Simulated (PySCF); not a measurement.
Delta-SCF ions had no search for a lower state. Excitations are Tamm–Dancoff values on a coarser integration grid. The basis has no diffuse functions, so Rydberg states are missing or too high.

## H5AlN2, SMILES `[AlH]([NH2])[NH2]` (H–N–Al–N torsion 0°, N–Al–N–H torsion 0°) (charge 0, multiplicity 1)

Calculation: r2SCAN-D4/def2-TZVP (PySCF 2.14.0).

The HOMO comes out as -5.80 eV and the dipole moment comes out as 0.270 e·Å. The LUMO is 0.15 eV. The HOMO–LUMO gap is 5.95 eV and the S1 excitation (TDA) comes out as 6.06 eV. The S1 oscillator strength is 0.000 and the brightest of the four lowest singlets (TDA) is 6.90 eV. The T1 excitation (TDA) is 5.39 eV. The S1–T1 gap (TDA) is 0.67 eV, the vertical ionisation energy (Delta-SCF) is 8.86 eV and the total energy is -354.9795 Ha. The cost comes out as around 3 core-minutes (rough).

```xyz
8

N      1.5530    -0.1310     0.0621
Al    -0.0609     0.5972     0.0646
N     -1.4965    -0.4223    -0.1217
H      1.7699    -1.1102    -0.0377
H      2.4055     0.3969     0.1638
H     -0.2202     2.1589     0.2329
H     -1.5113    -1.4236    -0.2357
H     -2.4393    -0.0660    -0.1281
```
